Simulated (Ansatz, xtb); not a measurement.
# Ranking isomers of C3H8OSi3

5 gas-phase structures of C3H8OSi3, from a drawn sample of its isomers (lower ones may exist). Each was relaxed with GFN2-xTB; where two conformers were screened, the lower at r2SCAN-D4/def2-SVP is listed:

A. `C#C[SiH]([SiH3])[SiH2]C=O`, a singlet
B. `C#C[SiH2][SiH2][SiH2]C=O`, a singlet
C. `C#C[SiH](C=O)[SiH2][SiH3]`, a singlet
D. `C#C[SiH2][SiH]([SiH3])C=O`, a singlet
E. `C#C[Si]([SiH3])([SiH3])C=O`, a singlet

Problem. Which do you expect lowest at r2SCAN-D4/def2-SVP, and how would the others follow?

Solution. Calculated order at r2SCAN-D4/def2-SVP: E (0.000), B (0.034), C (0.053), D (0.055), A (0.066) eV. Less than 1 kcal/mol parts E and B; B and C; C and D; D and A, so the order within those pairs means little.

Energies above the lowest of each column, in eV; the last columns are at B3LYP-D3(BJ)/def2-SVP geometries:

```
structure  GFN2-xTB  HF/STO-3G  r2SCAN-D4/def2-SVP  B3LYP-D3(BJ)/def2-SVP  CCSD(T)/def2-SVP + ΔMP2/def2-TZVPP
        E     0.000      0.000               0.000                  0.020                               0.000
        B     0.043      0.143               0.034                  0.012                               0.024
        C     0.009      0.185               0.053                  0.000                               0.014
        D     0.046      0.025               0.055                  0.056                               0.044
        A     0.029      0.223               0.066                  0.033                               0.052
```

CCSD(T)/def2-SVP + ΔMP2/def2-TZVPP has B and C and E within 1 kcal/mol of each other at the bottom, and every level picks one of them. CCSD(T)/def2-SVP + ΔMP2/def2-TZVPP orders those it was run on as E (0.000), C (0.014), B (0.024), D (0.044), A (0.052) eV. Less than 1 kcal/mol parts E and C; C and B; B and D; D and A, so the order within those pairs means little. Flexible structures stand in one conformer each, not always the lowest. Frequencies (GFN2-xTB) were run for B, C, D, E alone. ΔMP2 is the change of the MP2 energy from the smaller to the larger basis.

Over these structures GFN2-xTB departs from r2SCAN-D4/def2-SVP by 0.020 eV on average once a common shift is removed. A GFN2-xTB relaxation took about 0.94 s and the r2SCAN-D4/def2-SVP energy about 6.6 s on a shared host (Ansatz 0.2.0, xtb 6.7.1).
